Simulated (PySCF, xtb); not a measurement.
1-bromo-1,2,2-trichloroethene (C₂BrCl₃), SMILES ClC(Cl)=C(Cl)Br.

xtb with GFN2-xTB at its own geometry gives an orbital gap of 3.61 eV and a dipole moment of 2.22 D.

Coordinates come from a B3LYP-D3(BJ)/def2-SVP optimisation.

### Question
What does PBE/def2-TZVP run with PySCF give? (An estimate is asked for; the answer gives what the named calculation found.)

### Answer
gap 4.13 eV (levels -6.15 and -2.03 eV), dipole 0.11 D.
